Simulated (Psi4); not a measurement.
Job for Psi4: SAPT0/jun-cc-pV(D+d)Z on C2H4 (a complex).

```
memory 8100 MB

molecule dimer {
0 1
C    -0.90170234   -0.13644144    0.23429831
C     0.23327355    0.02094879   -0.11132190
H    -1.90938427   -0.27599476    0.54167998
H     1.24149735    0.16059771   -0.41688410
--
0 1
H     0.55928873    0.09532266    3.02001985
H     0.77681887    0.13251333    3.73133305
units angstrom
symmetry c1
no_reorient
no_com
}

set {
  basis jun-cc-pV(D+d)Z
  scf_type df
  freeze_core true
}

energy('sapt0')
```

Output:

```
[...]
==> Input File <==

--------------------------------------------------------------------------
memory 8100 MB

molecule dimer {
0 1
C    -0.90170234   -0.13644144    0.23429831
C     0.23327355    0.02094879   -0.11132190
H    -1.90938427   -0.27599476    0.54167998
H     1.24149735    0.16059771   -0.41688410
--
0 1
H     0.55928873    0.09532266    3.02001985
H     0.77681887    0.13251333    3.73133305
units angstrom
symmetry c1
no_reorient
no_com
}

set {
  basis jun-cc-pV(D+d)Z
  scf_type df
  freeze_core true
}

energy('sapt0')
--------------------------------------------------------------------------


   => Loading Basis Set <=

    Name: JUN-CC-PV(D+D)Z
    Role: ORBITAL
    Keyword: BASIS
    atoms 1-2 entry C          line   188 file jun-cc-pv_dpd_z.gbs
    atoms 3-6 entry H          line    60 file jun-cc-pv_dpd_z.gbs

   => Loading Basis Set <=

    Name: JUN-CC-PV(D+D)Z
    Role: ORBITAL
    Keyword: BASIS
    atoms 1-2 entry C          line   188 file jun-cc-pv_dpd_z.gbs
    atoms 3-6 entry H          line    60 file jun-cc-pv_dpd_z.gbs


  //>>>>>>>>>>>>>>>>>>>>>>>>>>>>>>>>>>>//
  //              Dimer HF             //
  //<<<<<<<<<<<<<<<<<<<<<<<<<<<<<<<<<<<//

   => Libint2 <=

    Primary   basis highest AM E, G, H:  7, 6, 3
    Auxiliary basis highest AM E, G, H:  7, 7, 4
    Onebody   basis highest AM E, G, H:  -, -, -
    Solid Harmonics ordering:            Gaussian


   => Loading Basis Set <=

    Name: JUN-CC-PV(D+D)Z
    Role: ORBITAL
    Keyword: BASIS
    atoms 1-2 entry C          line   188 file jun-cc-pv_dpd_z.gbs
    atoms 3-6 entry H          line    60 file jun-cc-pv_dpd_z.gbs


         ---------------------------------------------------------
                                   SCF
               by Justin Turney, Rob Parrish, Andy Simmonett
                          and Daniel G. A. Smith
                              RHF Reference
                        4 Threads,   7724 MiB Core
         ---------------------------------------------------------

  ==> Geometry <==

    Molecular point group: c1
    Full point group: C1

    Geometry (in Angstrom), charge = 0, multiplicity = 1:

       Center              X                  Y                   Z               Mass
    ------------   -----------------  -----------------  -----------------  -----------------
         C           -0.901702340000    -0.136441440000     0.234298310000    12.000000000000
         C            0.233273550000     0.020948790000    -0.111321900000    12.000000000000
         H           -1.909384270000    -0.275994760000     0.541679980000     1.007825032230
         H            1.241497350000     0.160597710000    -0.416884100000     1.007825032230
         H            0.559288730000     0.095322660000     3.020019850000     1.007825032230
         H            0.776818870000     0.132513330000     3.731333050000     1.007825032230

  Running in c1 symmetry.

  Rotational constants: A =      0.99682  B =      0.68772  C =      0.40701 [cm^-1]
  Rotational constants: A =  29884.05095  B =  20617.24378  C =  12201.75412 [MHz]
  Nuclear repulsion =   29.776607618141966

  Charge       = 0
  Multiplicity = 1
  Electrons    = 16
  Nalpha       = 8
  Nbeta        = 8

  ==> Algorithm <==

  SCF Algorithm Type is DF.
  DIIS enabled.
  MOM disabled.
  Fractional occupation disabled.
  Guess Type is SAD.
  Energy threshold   = 1.00e-08
  Density threshold  = 1.00e-08
  Integral threshold = 1.00e-12

  ==> Primary Basis <==

  Basis Set: JUN-CC-PV(D+D)Z
    Blend: JUN-CC-PV(D+D)Z
    Number of shells: 28
    Number of basis functions: 56
    Number of Cartesian functions: 58
    Spherical Harmonics?: true
    Max angular momentum: 2

   => Loading Basis Set <=

    Name: (JUN-CC-PV(D+D)Z AUX)
    Role: JKFIT
    Keyword: DF_BASIS_SCF
    atoms 1-2 entry C          line   146 file jun-cc-pvdz-jkfit.gbs
    atoms 3-6 entry H          line    70 file jun-cc-pvdz-jkfit.gbs

  ==> Integral Setup <==

  DFHelper Memory: AOs need 0.007 GiB; user supplied 5.658 GiB.
  SCF_SUBTYPE=INCORE selected. In-core MEM_DF algorithm will be used.
  Using in-core AOs.

  ==> MemDFJK: Density-Fitted J/K Matrices <==

    J tasked:                   Yes
    K tasked:                   Yes
    wK tasked:                   No
    OpenMP threads:               4
    Algorithm:                 Core
    Schwarz Cutoff:           1E-12
    Mask sparsity (%):       0.0000
    Fitting Condition:        1E-10

   => Auxiliary Basis Set <=

  Basis Set: (JUN-CC-PV(D+D)Z AUX)
    Blend: JUN-CC-PVDZ-JKFIT
    Number of shells: 90
    Number of basis functions: 250
    Number of Cartesian functions: 282
    Spherical Harmonics?: true
    Max angular momentum: 3

  Minimum eigenvalue in the overlap matrix is 6.6309394055E-04.
  Reciprocal condition number of the overlap matrix is 1.2634497822E-04.
    Using symmetric orthogonalization.

  ==> Pre-Iterations <==

  SCF Guess: Superposition of Atomic Densities via on-the-fly atomic U
[...]
    1.832762
      32A      1.913678    33A      1.956432    34A      2.002050
      35A      2.013668    36A      2.040771    37A      2.066173
      38A      2.174466    39A      2.174512    40A      2.221465
      41A      2.230849    42A      2.244315    43A      2.439507
      44A      2.604250    45A      2.604521    46A      3.078548
      47A      3.085873    48A      3.181306    49A      3.583582
      50A      3.846950    51A      3.847137    52A      4.482835
      53A      5.249393    54A      6.107314    55A     18.503741
      56A     18.569089

    Final Occupation by Irrep:
              A
    DOCC [     1 ]
    NA   [     1 ]
    NB   [     1 ]

  @DF-RHF Final Energy:    -1.12877082366312

   => Energetics <=

    Nuclear Repulsion Energy =              0.7105329048926114
    One-Electron Energy =                  -2.4963571104949289
    Two-Electron Energy =                   0.6570533819391948
    Total Energy =                         -1.1287708236631226

Computation Completed


Properties will be evaluated at   0.000000,   0.000000,   0.000000 [a0]

Properties computed using the SCF density matrix


 Multipole Moments:

 ------------------------------------------------------------------------------------
     Multipole            Electronic (a.u.)      Nuclear  (a.u.)        Total (a.u.)
 ------------------------------------------------------------------------------------

 L = 1.  Multiply by 2.5417464519 to convert [e a0] to [Debye]
 Dipole X            :         -2.5247586            2.5248774            0.0001189
 Dipole Y            :         -0.4305253            0.4305476            0.0000223
 Dipole Z            :        -12.7575973           12.7582080            0.0006107
 Magnitude           :                                                    0.0006226

 ------------------------------------------------------------------------------------

  Constructing Basis Sets for SAPT...

   => Loading Basis Set <=

    Name: (JUN-CC-PV(D+D)Z AUX)
    Role: RIFIT
    Keyword: DF_BASIS_SAPT
    atoms 1-2 entry C          line   100 file jun-cc-pvdz-ri.gbs
    atoms 3-6 entry H          line    30 file jun-cc-pvdz-ri.gbs

   => Loading Basis Set <=

    Name: (JUN-CC-PV(D+D)Z AUX)
    Role: JKFIT
    Keyword: DF_BASIS_ELST
    atoms 1-2 entry C          line   146 file jun-cc-pvdz-jkfit.gbs
    atoms 3-6 entry H          line    70 file jun-cc-pvdz-jkfit.gbs


  //>>>>>>>>>>>>>>>>>>>>>>>>>>>>>>>>>>>//
  //               SAPT0               //
  //<<<<<<<<<<<<<<<<<<<<<<<<<<<<<<<<<<<//



        SAPT0
    Ed Hohenstein
     6 June 2009

      Orbital Information
  --------------------------
    NSO        =        56
    NMO        =        56
    NRI        =       186
    NRI (Elst) =       250
    NOCC A     =         7
    NOCC B     =         1
    FOCC A     =         2
    FOCC B     =         0
    NVIR A     =        49
    NVIR B     =        55

    Elst10,r            =    -0.000775274527 [Eh]
    Exch10              =     0.001275491016 [Eh]
    Exch10 (S^2)        =     0.001273483651 [Eh]

    Maxiter = 50
    CPHF R converge = 1.000000E-08

    Iter     Energy [mEh]          dE [mEh]         Residual      Time [s]
       1      -0.07559373       0.075593730     1.173930e-03             0
       2      -0.09377663       0.018182898     2.220737e-04             0
       3      -0.09317503      -0.000601599     4.984583e-05             0
       4      -0.09308281      -0.000092219     1.180315e-05             0
       5      -0.09311446       0.000031652     3.049420e-06             0
       6      -0.09312053       0.000006066     6.607890e-07             0
       7      -0.09312075       0.000000223     2.825977e-07             0
       8      -0.09312016      -0.000000594     9.177835e-08             0
       9      -0.09312030       0.000000139     2.985683e-08             0
      10      -0.09312027      -0.000000023     6.436663e-09             0

    CHF Iterations converged

    Maxiter = 50
    CPHF R converge = 1.000000E-08

    Iter     Energy [mEh]          dE [mEh]         Residual      Time [s]
       1      -0.06512711       0.065127111     9.763559e-04             0
       2      -0.07826117       0.013134056     9.870997e-05             0
       3      -0.07793645      -0.000324714     8.915411e-06             0
       4      -0.07795171       0.000015258     8.131601e-07             0
       5      -0.07795099      -0.000000722     6.685711e-08             0
       6      -0.07795103       0.000000038     7.167957e-09             0

    CHF Iterations converged

    Ind20,r (A<-B)      =    -0.000093120273 [Eh]
    Ind20,r (B<-A)      =    -0.000077951027 [Eh]
    Ind20,r             =    -0.000171071300 [Eh]
    Exch-Ind20,r (A<-B) =     0.000053635621 [Eh]
    Exch-Ind20,r (B<-A) =     0.000041456071 [Eh]
    Exch-Ind20,r        =     0.000095091692 [Eh]
    Disp20              =    -0.000596036866 [Eh]
    Disp20 (SS)         =    -0.000298018433 [Eh]
    Disp20 (OS)         =    -0.000298018433 [Eh]
    Exch-Disp20         =     0.000053074241 [Eh]
    Exch-Disp20 (SS)    =     0.000029842564 [Eh]
    Exch-Disp20 (OS)    =     0.000023231677 [Eh]

    SAPT Results
  --------------------------------------------------------------------------------------------------------
    Electrostatics                 -0.77527453 [mEh]      -0.48649211 [kcal/mol]      -2.03548299 [kJ/mol]
      Elst10,r                     -0.77527453 [mEh]      -0.48649211 [kcal/mol]      -2.03548299 [kJ/mol]

    Exchange                        1.27549102 [mEh]       0.80038270 [kcal/mol]       3.34880120 [kJ/mol]
      Exch10                        1.27549102 [mEh]       0.80038270 [kcal/mol]       3.34880120 [kJ/mol]
      Exch10(S^2)                   1.27348365 [mEh]       0.79912306 [kcal/mol]       3.34353086 [kJ/mol]

    Induction                      -0.21257557 [mEh]      -0.13339318 [kcal/mol]      -0.55811707 [kJ/mol]
      Ind20,r                      -0.17107130 [mEh]      -0.10734886 [kcal/mol]      -0.44914764 [kJ/mol]
      Exch-Ind20,r                  0.09509169 [mEh]       0.05967094 [kcal/mol]       0.24966320 [kJ/mol]
      delta HF,r (2)               -0.13659596 [mEh]      -0.08571526 [kcal/mol]      -0.35863264 [kJ/mol]

    Dispersion                     -0.54296263 [mEh]      -0.34071419 [kcal/mol]      -1.42554818 [kJ/mol]
      Disp20                       -0.59603687 [mEh]      -0.37401878 [kcal/mol]      -1.56489458 [kJ/mol]
      Exch-Disp20                   0.05307424 [mEh]       0.03330459 [kcal/mol]       0.13934640 [kJ/mol]
      Disp20 (SS)                  -0.29801843 [mEh]      -0.18700939 [kcal/mol]      -0.78244729 [kJ/mol]
      Disp20 (OS)                  -0.29801843 [mEh]      -0.18700939 [kcal/mol]      -0.78244729 [kJ/mol]
      Exch-Disp20 (SS)              0.02984256 [mEh]       0.01872649 [kcal/mol]       0.07835164 [kJ/mol]
      Exch-Disp20 (OS)              0.02323168 [mEh]       0.01457810 [kcal/mol]       0.06099476 [kJ/mol]

  Total HF                          0.28764092 [mEh]       0.18049740 [kcal/mol]       0.75520114 [kJ/mol]
  Total SAPT0                      -0.25532170 [mEh]      -0.16021679 [kcal/mol]      -0.67034704 [kJ/mol]

  Special recipe for scaled SAPT0 (see Manual):
    Electrostatics sSAPT0          -0.77527453 [mEh]      -0.48649211 [kcal/mol]      -2.03548299 [kJ/mol]
    Exchange sSAPT0                 1.27549102 [mEh]       0.80038270 [kcal/mol]       3.34880120 [kJ/mol]
    Induction sSAPT0               -0.21212518 [mEh]      -0.13311056 [kcal/mol]      -0.55693459 [kJ/mol]
    Dispersion sSAPT0              -0.54271125 [mEh]      -0.34055645 [kcal/mol]      -1.42488819 [kJ/mol]
  Total sSAPT0                     -0.25461994 [mEh]      -0.15977643 [kcal/mol]      -0.66850457 [kJ/mol]
  --------------------------------------------------------------------------------------------------------



*** Psi4 exiting successfully. Buy a developer a beer!
```

The run finished.

Cost: about 12 core-seconds (a rough figure).
